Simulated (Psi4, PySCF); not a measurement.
C4H10FNSi, singlet, geometry from GFN2-xTB, atoms displaced at random by about 0.08 Å a coordinate. Base run: B3LYP/STO-3G, gradient run with PySCF.

PySCF was given this input:
```python
from pyscf import gto, scf, dft

mol = gto.M(
    atom='''
C     0.88705015    1.25034752    1.99103472
C     1.06428339    1.06272363    0.64225986
Si    0.27114766   -0.29041198   -0.32890285
N     1.56056494   -1.39444988   -0.70559013
F    -0.09575997    0.49310834   -1.80404204
C    -1.37376169   -0.82592710    0.28522688
C    -2.40100351    0.08858436    0.60656312
H     1.39838283    1.97549241    2.71602948
H     0.34838011    0.54686810    2.54029920
H     1.63957666    2.03082487    0.11692465
H     2.11202243   -1.86046551   -0.10132294
H     1.37598656   -1.76437846   -1.74279642
H    -1.74686772   -1.72043285   -0.43974582
H    -1.25063345   -1.50729464    1.11592794
H    -1.97450970    0.78718279    1.22767996
H    -3.31288096   -0.48384172    0.85293330
H    -2.65944736    0.63078656   -0.34732001
''',
    basis='sto-3g',
    verbose=3,
)

mf = dft.RKS(mol)
mf.xc = 'b3lyp'
mf.kernel()
g = mf.nuc_grad_method()
grad = g.kernel()
```

Programs used: Psi4, PySCF; a row that names a program was run with it.

The coordinate followed is y of atom 3.

Each row names what was changed in the base input (with any setting that the change needs).

```json
[
 {"change": "base", "dE/dx (Eh/bohr)": "-0.045261", "net force (Eh/bohr)": "0.000216"},
 {"change": "finite difference step (bohr) = 1e-4; conv_tol = 1e-11", "dE/dx (Eh/bohr)": "-0.045304", "net force (Eh/bohr)": "-"},
 {"change": "conv_tol = 1e-6", "dE/dx (Eh/bohr)": "-0.045263", "net force (Eh/bohr)": "0.000216"},
 {"change": "code = psi4", "dE/dx (Eh/bohr)": "-0.045263", "net force (Eh/bohr)": "0.000210"},
 {"change": "grids.level = 5; grid_response = off", "dE/dx (Eh/bohr)": "-0.045266", "net force (Eh/bohr)": "0.000015"},
 {"change": "density fitting = on", "dE/dx (Eh/bohr)": "-0.045261", "net force (Eh/bohr)": "0.000216"},
 {"change": "grids.level = 0; grid_response = on", "dE/dx (Eh/bohr)": "(withheld)", "net force (Eh/bohr)": "0.000000"},
 {"change": "finite difference step (bohr) = 0.2; conv_tol = 1e-11", "dE/dx (Eh/bohr)": "-0.044909", "net force (Eh/bohr)": "-"},
 {"change": "grids.level = 5; grid_response = on", "dE/dx (Eh/bohr)": "-0.045264", "net force (Eh/bohr)": "0.000000"},
 {"change": "grids.level = 1; grid_response = on", "dE/dx (Eh/bohr)": "-0.045007", "net force (Eh/bohr)": "0.000000"},
 {"change": "finite difference step (bohr) = 0.01; conv_tol = 1e-11", "dE/dx (Eh/bohr)": "-0.045303", "net force (Eh/bohr)": "-"},
 {"change": "finite difference step (bohr) = 0.05; conv_tol = 1e-11", "dE/dx (Eh/bohr)": "-0.045280", "net force (Eh/bohr)": "-"}
]
```

Problem. What belongs in the gaps?

Solution. 
- grids.level = 0; grid_response = on, dE/dx (Eh/bohr): -0.047870

The net force is zero for an exact gradient.
